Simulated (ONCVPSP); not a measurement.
**u(r) = r·R(r): atom against pseudo-atom (gadolinium)**

Columns: radius, all-electron u(r) and pseudo u(r) of the 5s shell (level -49.86 eV) of gadolinium in the configuration [Kr] 4d10 4f7 5s2 5p6 5d1 6s2; LDA (Perdew-Zunger), scalar-relativistic, ONCV scheme, ONCVPSP 4.0.1.

| r (bohr) | all-electron | pseudo |
| --- | --- | --- |
| 0.115 | 0.0783 | 0.1139 |
| 0.230 | 0.2513 | 0.2288 |
| 0.345 | -0.3589 | 0.3443 |
| 0.460 | -0.5477 | 0.4591 |
| 0.575 | -0.2867 | 0.5697 |
| 0.690 | 0.1336 | 0.6719 |
| 0.805 | 0.5200 | 0.7609 |
| 0.920 | 0.7979 | 0.8321 |
| 1.035 | 0.9592 | 0.8819 |
| 1.150 | 1.0237 | 0.9076 |
| 1.265 | 1.0176 | 0.9077 |
| 1.380 | 0.9653 | 0.8827 |
| 1.495 | 0.8862 | 0.8348 |
| 1.610 | 0.7943 | 0.7681 |
| 1.725 | 0.6991 | 0.6888 |
| 1.840 | 0.6067 | 0.6040 |
| 1.955 | 0.5207 | 0.5203 |
| 2.070 | 0.4429 | 0.4428 |
| 2.185 | 0.3740 | 0.3739 |
| 2.300 | 0.3139 | 0.3139 |
| 2.415 | 0.2622 | 0.2622 |
| 2.530 | 0.2181 | 0.2181 |
| 2.645 | 0.1808 | 0.1808 |
| 2.760 | 0.1494 | 0.1494 |
| 2.875 | 0.1232 | 0.1232 |
| 2.990 | 0.1013 | 0.1013 |

Task: How many radial nodes do the two functions have?

Result: The all-electron 5s function has n − l − 1 = 4 (the table is too coarse to show those close to the nucleus); the pseudo-wave has 0, since the states of the same l below it are removed with the core.

Task: At about which radius was the pseudo-wave matched?

Result: 2.10 bohr. The columns agree to 0.0005 from 1.96 bohr on; several derivatives are matched, so the curves merge somewhat inside the radius.

Task: Where does each function peak?

Result: Outermost all-electron maximum near 1.15 bohr, pseudo maximum near 1.26 bohr (to the table’s step).

Task: Is the pseudo-wave norm-conserving?

Result: Yes: the ONCV scheme keeps the norm inside the radius equal to the all-electron one, which fixes the energy derivative of the logarithmic derivative at the level.
